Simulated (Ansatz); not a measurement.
Reaction (ligand exchange at the Si–N bond): `BN[SiH](C)C` + `[NH2][AlH2]` → `C[SiH](C)[NH][AlH2]` + `BN`

Isolated molecules relaxed with PBE0-D4/def2-TZVP in Ansatz; ΔE leaves out vibrations. CCSD(T)/CBS is the MP2 limit (def2-TZVPP, def2-QZVPP) plus CCSD(T) − MP2 in def2-TZVPP, frozen cores. This one scheme is used for every species. Functionals use def2-TZVPP. B3LYP here is the variant with VWN-RPA as its local correlation; programs differ in this. Each species was taken in one conformer, which may not be the lowest.

```csv
level,ΔE (kcal/mol),difference from CCSD(T)/CBS
PBE-D4,-3.2,-0.4
r2SCAN-D4,-3.0,-0.2
PBE0-D4,-3.2,-0.4
B3LYP-D4,-3.0,-0.2
ωB97X-V,-2.8,0.0
ωB97M-V,-2.9,-0.1
B2PLYP,-3.0,-0.2
PBE,-3.1,-0.3
r2SCAN,-3.0,-0.2
PBE0,-3.2,-0.4
B3LYP,-3.0,-0.2
HF/def2-TZVPP,-3.0,-0.2
MP2/def2-TZVPP,-3.1,-0.3
SCS-MP2/def2-TZVPP,-3.0,-0.2
CCSD/def2-TZVPP,-3.0,-0.2
CCSD(T)/def2-TZVPP,-3.1,-0.3
HF/def2-QZVPP,-2.9,-0.1
MP2/def2-QZVPP,-2.9,-0.1
SCS-MP2/def2-QZVPP,-2.9,-0.1
HF/CBS(def2),-2.9,-0.1
MP2/CBS(def2),-2.8,0.0
CCSD/CBS(def2),-2.7,0.1
CCSD(T)/CBS,-2.8,0
```

Largest T1 diagnostic among the species: 0.012.
